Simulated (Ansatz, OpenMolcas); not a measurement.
# A ladder of methods for BBrF2 (SMILES FB(F)Br)

The species is BBrF2 (4 atoms), meant as a singlet with charge 0. SMILES: `FB(F)Br`. Geometry: relaxed at PBE0-D4/def2-TZVP.

```xyz
4

F    -0.2157   -1.3665   -0.1099
B    -0.1279   -0.0633   -0.0228
F    -1.2124    0.6596   -0.1442
Br    1.5560    0.7702    0.2769
```

Quantity: the energy change with the B2–Br4 bond stretched from 1.903 to 3.425 Å, in eV. The values are calculated.

| level | kind | program | value (eV) |
| --- | --- | --- | --- |
| HF/aug-cc-pVDZ (restricted) | Hartree–Fock | Ansatz | 4.93 |
| SVWN5/aug-cc-pVDZ (restricted) | LDA | Ansatz | 4.17 |
| TPSS/aug-cc-pVDZ (restricted) | meta-GGA | OpenMolcas | 3.86 |
| B3LYP/aug-cc-pVDZ (restricted) | global hybrid | Ansatz | 4.00 |
| BHLYP/aug-cc-pVDZ (restricted) | global hybrid | Ansatz | 4.57 |
| M06-2X/aug-cc-pVDZ (restricted) | hybrid meta-GGA | OpenMolcas | 4.54 |
| wB97M-V/aug-cc-pVDZ (restricted) | range-separated hybrid | Ansatz | 4.53 |
| B2PLYP/aug-cc-pVDZ (restricted) | double hybrid | Ansatz | 4.13 |

All-electron rows without a relativistic Hamiltonian named are non-relativistic. The first shape isn't each level's own minimum. The values span 3.86 to 4.93 eV.
